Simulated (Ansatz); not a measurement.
A search over several starts for the lowest SCF solution of Si₂Ge₃ at the given spin, in a small basis.

```yaml
crystal:
  periodic: [false, false, false]
  atoms:
    - {symbol: Si, position_ang: [0.410624, 1.030474, 0.730044]}
    - {symbol: Si, position_ang: [0.332640, -1.168767, -0.538686]}
    - {symbol: Ge, position_ang: [-1.869470, -0.762372, 0.259651]}
    - {symbol: Ge, position_ang: [-1.185260, 1.308811, -1.012944]}
    - {symbol: Ge, position_ang: [2.311455, -0.408136, 0.561936]}
basis:
  gaussian: {orbitals: def2-SVP}
magnetization: {spin_polarized: true, initial_magnetization: 0}
hamiltonian: {xc: pbe0, dispersion: d4}
output: {orbitals: {seedname: orbitals}}
```

```sh
$ ansatz run in.yaml --threads 4 --pin off --events-out ev --progress --plain --max-ram 4787MiB
```

It prints (some lines left out):

```
Functional definition: PBE0
1280 factors; integrals over basis functions are off by at most 6.7e-4 eV
mean field evaluation 1: about -185254.5726 eV, gradient 1.4e1 eV
mean field evaluation 2: about -185253.6365 eV, gradient 1.7e1 eV
mean field evaluation 4: about -185255.4354 eV, gradient 1.7e0 eV
mean field evaluation 8: about -185255.4652 eV, gradient 2.8e-2 eV
mean field evaluation 16: about -185255.4652 eV, gradient 5.9e-5 eV
mean field -185255.46516816 eV, -6808.0127742656 hartree, gradient 2.1e-5 eV, S^2 0.000000; 3 other end points of the search recorded, 0 dependent functions left out
reference -185255.46519168 eV, -6808.0127751299 hartree; 62, 62 occupied and 70, 70 virtual orbitals, 1280 factors
Total energy: -185255.81356673 eV, -6808.0255776770 hartree
```

It took 5.5 s on 4 threads of Intel Xeon on a shared host, peak host memory 0.63 GiB.

The structure comes from a short search, and lower isomers may exist.
